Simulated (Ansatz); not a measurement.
Consider the cleavage of the Si–Ge bond: `C[O][GeH]([CH3])[SiH3]` + `[CH3][Al]([F])[SH]` → `[CH3][Al]([F])[S][SiH3]` + `C[O][GeH2][CH3]`.

Gas-phase electronic energies from Ansatz, PBE0-D4/def2-TZVP geometries. CCSD(T)/CBS is the MP2 limit (def2-TZVPP, def2-QZVPP) plus CCSD(T) − MP2 in def2-TZVPP, frozen cores. DFT in def2-TZVPP. B3LYP here is the variant with VWN-RPA as its local correlation; programs differ in this. For Ge outer-core shells are correlated without core-valence functions, which leaves a few kJ/mol of doubt a bond. Scalar relativity is left out up to krypton. One conformer a species, not always the lowest.

`C[O][GeH]([CH3])[SiH3]`:

Cartesian coordinates in Å:
```
C -0.009 -2.371 -0.111
O -0.150 -1.197 -0.867
Ge -0.557 0.327 -0.018
C -0.889 1.592 -1.455
Si 1.260 0.948 1.413
H -0.918 -2.609 0.460
H 0.186 -3.198 -0.797
H 0.829 -2.315 0.597
H -1.838 0.057 0.815
H -1.185 2.562 -1.052
H 0.013 1.717 -2.054
H -1.688 1.214 -2.094
H 1.555 -0.122 2.403
H 0.909 2.190 2.155
H 2.483 1.205 0.606
```

`[CH3][Al]([F])[SH]`:

Cartesian coordinates in Å:
```
C -1.103 0.298 -0.231
Al 0.444 -0.630 0.468
F 0.247 -1.952 1.436
S 2.521 -0.096 0.098
H -0.833 1.168 -0.832
H -1.701 -0.373 -0.854
H -1.748 0.635 0.586
H 2.173 0.949 -0.672
```

`[CH3][Al]([F])[S][SiH3]`:

Cartesian coordinates in Å:
```
C -0.191 0.976 1.451
Al -1.429 0.550 0.028
F -2.964 1.150 0.084
S -1.028 -0.682 -1.721
Si 1.007 -1.202 -1.329
H -0.567 0.591 2.404
H -0.102 2.061 1.558
H 0.809 0.567 1.293
H 1.878 0.001 -1.273
H 1.442 -2.073 -2.447
H 1.146 -1.940 -0.047
```

`C[O][GeH2][CH3]`:

Z-matrix (Å, degrees):
```
C
O 1 1.404
H 1 1.093 2 108.3
H 1 1.099 2 112.2 3 -119.1
H 1 1.099 2 112.2 3 119.1
Ge 2 1.784 1 118.3 3 -179.9
C 6 1.936 2 105.0 1 179.6
H 6 1.546 2 108.1 1 -59.4
H 6 1.546 2 108.1 1 58.6
H 7 1.090 6 109.7 2 59.9
H 7 1.090 6 109.7 2 -59.8
H 7 1.091 6 110.6 2 -180.0
```

Problem. Is it downhill or uphill in electronic energy at CCSD(T)/CBS, and by how much? (Best estimate.)

Solution. The calculation gave: Downhill: ΔE = -48.0 kJ/mol.

Problem. What do these levels give: PBE-D4, PBE0-D4, B3LYP-D4, PBE, r2SCAN, PBE0, SCS-MP2/def2-TZVPP, CCSD(T)/def2-TZVPP, SCS-MP2/def2-QZVPP, HF/CBS(def2), MP2/CBS(def2), CCSD/CBS(def2)? (Best estimate.)

Solution. Ansatz gave: PBE-D4 -37.6, PBE0-D4 -43.1, B3LYP-D4 -43.0, PBE -37.2, r2SCAN -46.3, PBE0 -42.9, SCS-MP2/def2-TZVPP -52.6, CCSD(T)/def2-TZVPP -45.2, SCS-MP2/def2-QZVPP -54.8, HF/CBS(def2) -57.5, MP2/CBS(def2) -56.1, CCSD/CBS(def2) -48.3 kJ/mol.

Largest T1 diagnostic among the species: 0.012.

From PBE to PBE0 (25 % exact exchange), in def2-TZVPP and without D4, ΔE moves by −5.7 kJ/mol. In def2-TZVPP, CCSD(T) changes the Hartree–Fock value by +11.3 kJ/mol (the triples alone add +0.3 kJ/mol) and MP2 by +3.2 kJ/mol.
